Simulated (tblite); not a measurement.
Species: C6H10NPS.
Z-matrix (Å and degrees, GFN2-xTB geometry), rows numbered from 1:
```
C 
P   1  1.8481
C   2  1.8169  1  104.35
N   2  1.5562  1  119.66  3  -118.67
C   2  1.8266  1  102.93  3   108.12
C   5  1.4211  2  118.84  1   175.94
C   6  1.3531  5  112.77  2  -177.73
S   7  1.7220  6  111.96  5     0.43
C   5  1.3603  2  129.01  1    -0.55
H   1  1.0865  2  112.39  3   -51.39
H   1  1.0899  2  106.78  3    69.13
H   1  1.0896  2  109.29  3  -173.54
H   3  1.0879  2  107.83  1   176.45
H   3  1.0883  2  107.83  1   -66.27
H   3  1.0881  2  111.52  1    55.25
H   4  1.0102  2  115.70  1   -61.43
H   6  1.0763  5  122.44  2     1.68
H   7  1.0721  6  128.78  5  -179.74
H   9  1.0717  5  128.94  2    -3.21
```

Calculated harmonic vibrations of the isolated species, GFN2-xTB (tblite), most abundant isotopes, no scaling. Against measured fundamentals such values can be off by several per cent, at times by over 20. One conformer, not necessarily the lowest.

Harmonic wavenumbers (cm⁻¹): 29.9, 90.7, 119.7, 133.5, 197.5, 215.3, 236.3, 245.1, 299.2, 328.2, 388.2, 406.7, 434.6, 563.6, 612.5, 684.3, 736.2, 741.0, 755.6, 781.9, 792.1, 805.2, 840.9, 843.3, 859.9, 865.1, 891.9, 930.2, 1067.3, 1091.2, 1149.1, 1200.3, 1301.2, 1304.9, 1330.6, 1410.2, 1427.1, 1432.6, 1442.1, 1445.8, 1528.4, 2994.3, 2995.4, 3002.3, 3011.1, 3016.4, 3023.1, 3119.3, 3161.0, 3163.2, 3404.3.

A = 2457, B = 735.1, C = 660.2 MHz; mass 159.027 u (most abundant isotopes); point group C1, symmetry number 1.

Q: Zero-point energy?

A: Half the sum of the wavenumbers: 31425 cm⁻¹ = 375.92 kJ/mol.

Q: Give the ideal-gas entropy at 298.15 K and 1 bar in the rigid-rotor, harmonic-oscillator model (classical rotation).

A: Translation 172.08, rotation 125.43, vibration 136.96: S = 434.5 J/(mol K).

Q: And Cp and H(298.15 K) − H(0)?

A: Cp = 180.17 J/(mol K), of which vibrations give 146.91 (their classical limit is 51 R = 424.0); H(298.15 K) − H(0) = 31.75 kJ/mol without the zero-point energy, 21.83 from vibrations.

Q: Which modes carry the vibrational entropy at 298.15 K?

A: 29.9 cm⁻¹: 24.42; 90.7 cm⁻¹: 15.25; 119.7 cm⁻¹: 12.99; 133.5 cm⁻¹: 12.11; 197.5 cm⁻¹: 9.02; 215.3 cm⁻¹: 8.36 J/(mol K); the other 45 give 54.80 together.

Q: Blend soft modes into free rotors: weight 1/[1 + (100 cm⁻¹/ν̃)⁴] for the oscillator and the rest for a rotor with moment μB/(μ + B), μ = h/(8π²ν), B = 10⁻⁴⁴ kg m². What vibrational entropy results?

A: 127.05 J/(mol K) in place of 136.96, which changes −T·S at 298.15 K by +2.95 kJ/mol.

Q: How do the functions run with temperature in this model?

A: 
```csv
T (K),S (J/(mol K)),Cp (J/(mol K)),H − H(0) (kJ/mol),G − H(0) (kJ/mol),ln q(vib)
150,338.1,108.2,10.36,-40.36,3.32
250,404.8,157.2,23.62,-77.58,6.24
400,493.7,223.5,52.38,-145.09,10.67
600,596.8,284.5,103.65,-254.42,16.42
900,723.6,339.7,198.01,-453.20,24.36
```

q(vib) and H(0) count from the zero-point level.

Hindered rotation and anharmonicity are outside this model. Other conformers, if any are populated, would add a mixing term that is left out. The structure is chiral; the term R ln 2 for an equal mix with its mirror image is left out.
